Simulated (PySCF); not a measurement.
Field gradients at the hydrogen positions

Compound: C6H12F2OSi.
Z-matrix (Å and degrees, GFN2-xTB geometry), rows numbered from 1:
```
C 
C   1  1.5240
C   2  1.5238  1  112.11
O   2  1.4177  1  108.60  3   119.55
Si  4  1.6001  2  132.39  1   110.94
F   5  1.6202  4  109.66  2   -57.99
C   5  1.8971  4  104.82  2  -173.77
C   7  1.4846  5  112.41  4   -67.28
C   8  1.3184  7  123.79  5  -114.81
F   9  1.3505  8  121.78  7   178.68
H   1  1.0863  2  110.13  3    61.78
H   1  1.0870  2  109.87  3   -58.50
H   1  1.0870  2  109.76  3  -178.07
H   2  1.0970  1  109.25  3  -121.70
H   3  1.0870  2  109.97  1   178.67
H   3  1.0862  2  110.16  1   -61.04
H   3  1.0870  2  109.81  1    59.20
H   5  1.4536  4  115.42  2    57.65
H   7  1.0917  5  108.69  4    53.43
H   7  1.0889  5  109.10  4   170.51
H   8  1.0799  7  116.76  5    63.91
H   9  1.0801  8  126.41  7    -1.29
```

Level: PBE0/pcSseg-1 (PySCF, non-relativistic); Q(2H) = 0.00286 b; rigid geometry, the same for H and D, with no vibrational averaging.

Question: Rank these positions by the coupling χzz of a deuteron there, largest first.
A. H14 (methine hydrogen)
B. H17 (methyl hydrogen)
C. H21 (vinylic hydrogen)
D. H22 (vinylic hydrogen)
E. H18 (Si–H hydrogen)

Answer: C (220 kHz), D (216 kHz), B (212 kHz), A (191 kHz), E (110 kHz).

Question: What are Vzz, η and χzz (234.96 MHz × Q × Vzz) at all hydrogens?

Answer: 
```tsv
atom	bonded to	bond length (Å)	Vzz (au)	η	χzz (kHz)
H11	C1	1.086	0.3171	0.03	213
H12	C1	1.087	0.3149	0.02	212
H13	C1	1.087	0.3136	0.02	211
H14	C2	1.097	0.2839	0.09	191
H15	C3	1.087	0.3155	0.02	212
H16	C3	1.086	0.3171	0.03	213
H17	C3	1.087	0.3148	0.02	212
H18	Si5	1.454	0.1639	0.02	110
H19	C7	1.092	0.3094	0.04	208
H20	C7	1.089	0.3140	0.04	211
H21	C8	1.080	0.3278	0.06	220
H22	C9	1.080	0.3211	0.12	216
```

Question: Average by the element that carries the hydrogen.

Answer: on C: 211 kHz over 11 positions, mean bond length 1.087 Å; on Si: 110 kHz over 1 position, mean bond length 1.454 Å.

Question: How does χzz go with the bond length over the 11 C–H bonds?

Answer: A straight-line fit has a slope of -14.1 kHz for each 0.01 Å, with a correlation coefficient of -0.92, over lengths from 1.080 to 1.097 Å. The longer bonds have the smaller couplings here.

Question: A static deuteron (I = 1) shows a doublet split by (3/2)χ, (3/4)χ(1 + η) and (3/4)χ(1 − η) with the field along z, y and x of the gradient. What are these for H11?

Answer: With |χ| = 213.1 kHz and η = 0.027: 320, 164 and 155 kHz, to first order and without motion.

One conformer (not necessarily the lowest) at the GFN2-xTB geometry, without solvent, vibrations or thermal averaging. GFN2-xTB frequencies show an imaginary mode (23i cm⁻¹), so this geometry is no minimum at that level. GFN2-xTB bond lengths can be off by several hundredths of an ångström, more for odd bonds, and the gradients follow them. The basis is small and wasn't made for field gradients, so the couplings can be 20 % off.

These values come from a run that also computed NMR shieldings. The run took 49 s on an Arm Neoverse V2 with one thread, shared host with 32 logical CPUs at a one-minute load of 43, and the process peaked at 1.2 GiB of memory.
